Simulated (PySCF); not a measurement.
Gas-phase reaction: 2 BBr3 + 2 NF3 ⇌ 3 Br2 + 2 BF3 + N2

Method: PySCF energies (xtb for GFN2) plus ideal-gas RRHO corrections (1 bar). † marks an energy on the PBE0/def2-TZVP geometry and frequencies; other levels use their own. CCSD(T) freezes the core. 6-31G* has spherical d functions here. All species are closed-shell singlets. B3LYP is the form with VWN-RPA correlation. Br: all electrons, no relativistic terms. CCSD(T) isn't extrapolated to the basis-set limit; its ΔH°(298 K) is -1496.2 kJ in def2-SVP and -1468.3 kJ in def2-TZVPP. The harmonic model lacks anharmonicity and excited electronic states, which grow with temperature; levels with a mode under 35 cm⁻¹ are left out.

| level | ΔE electronic, kJ | ΔH°(298 K), kJ | ΔS°(298 K), J/K | ΔG°(1800 K), kJ |
|---|---|---|---|---|
| B3LYP/6-31G* | -1441 | -1434 | 267 | -1882 |
| CCSD(T)/def2-SVP† | -1501 | -1496 | 268 | -1950 |
| GFN2-xTB | -1015 | -1007 | 266 | -1451 |
| HF/6-31G* | -1658 | -1658 | 274 | -2130 |
| HF/def2-TZVP† | -1720 | -1715 | 268 | -2169 |
| PBE/def2-TZVP† | -1308 | -1302 | 268 | -1756 |
| PBE0/def2-SVP† | -1366 | -1361 | 268 | -1814 |
| r2SCAN/def2-TZVP† | -1358 | -1353 | 268 | -1807 |
| LDA/def2-TZVP† | -1222 | -1217 | 268 | -1670 |
ΔH° is lowest at HF/def2-TZVP† and highest at GFN2-xTB. No reference value is set beside these.
